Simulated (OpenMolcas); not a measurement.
**Mn III: effect of the basis set**

```yaml
Program: OpenMolcas 26.06
Method: "SS-CASPT2, IPEA 0.25 Eh, imaginary shift 0.1 Eh (closed shells correlated: 3s 3p)"
Active_space: 5 electrons in 10 orbitals (3d 4d)
State_averaging: 2S+1 = 6 even, 1 root; 2S+1 = 4 even, 24 roots; 2S+1 = 2 even, 58 roots
Spin-orbit_coupling: state interaction with AMFI integrals over the reference wave functions, term energies averaged over their components
```

A. ANO-RCC-VTZP [6s5p3d2f1g], DKH2, point nucleus; CASPT2 step about 13 core-minutes
B. ANO-R2 [7s4p4d2f1g], X2C, finite nucleus; CASPT2 step roughly 24 core-minutes
C. ANO-RCC-VQZP [7s6p4d3f2g1h], DKH2, point nucleus; CASPT2 step about 30 core-minutes

Energies in cm-1 above 3d5 6S 5/2, the measured ground level; measured values from Corliss and Sugar, J. Phys. Chem. Ref. Data 6, 1253 (1977).

```csv
Level,A,B,C,Measured
3d5 6S 5/2,0.0,0.0,0.0,0.0
3d5 4G 5/2,28240,28220,27650,
3d5 4G 7/2,28270,28240,27680,
3d5 4G 9/2,28300,28270,27710,
3d5 4G 11/2,28310,28280,27720,
3d5 4P 5/2,31030,30980,30440,29168
3d5 4P 3/2,31060,31010,30480,
3d5 4P 1/2,31100,31050,30510,
3d5 4D 7/2,33900,33870,33330,32307
3d5 4D 1/2,33910,33880,33340,32369
3d5 4D 3/2,33950,33920,33380,
3d5 4D 5/2,33970,33940,33400,32384
3d5 2I 11/2,41350,41310,40430,39174
3d5 2I 13/2,41410,41370,40490,39176
3d5 2D 5/2(1),43860,43780,42990,41238
3d5 2D 3/2(1),44180,44090,43320,41570
3d5 2F 7/2(1),45380,45340,44490,42606
3d5 4F 7/2,45840,45770,45100,43602
3d5 4F 9/2,45850,45770,45110,43573
3d5 4F 3/2,45900,45830,45160,43675
3d5 2H 9/2,49280,49200,48290,46516
3d5 2H 11/2,49500,49420,48500,46671
3d5 2G 7/2,50350,50280,49420,47842
3d5 2G 9/2,50550,50470,49620,48005
```

Deviations, from unrounded energies. A percentage is the sum of absolute deviations over the sum of measured energies, with the sign that they share, or ± where signs differ.

```tsv
Against measurement	Levels	A	B	C
mean absolute deviation (cm-1)	16	2300	2200	1500
other terms of the ground configuration (%)	16	+5.6	+5.4	+3.6
```

C lies closest to measurement on these levels and A furthest from it. The largest miss of C in the table is 3d5 2F 7/2(1), by +1900 cm-1. The ranking rests on the paired levels alone, and a cruder setting can come out closer through cancelling errors.

Among A to C the level of the table that moves most is 3d5 2H 11/2, by 1000 cm-1 (lowest in C, highest in A). Moves below CASPT2's spread within the term are not significant.

CASPT2 does not keep the components of a term degenerate, so their means are used; among the terms shown or strongly mixed into the levels shown the widest spread is 220 cm-1 (3d5 2I, C). Active for correlation alone: 4d; no level in the range computed is led by a configuration that fills it, so any true level of that kind is missing. Measured partners are found by configuration, term and J. A level has none where our copy of the source lacks it or the pairing is in doubt (some pairs that miss far off the trend of their configuration count as doubtful), and it then counts in no deviation. Only configurations of the active space appear. Levels that lie high or do not pair safely by name in every column are left out.

A number in round brackets counts repeated terms of one configuration in the order of the reference energies.
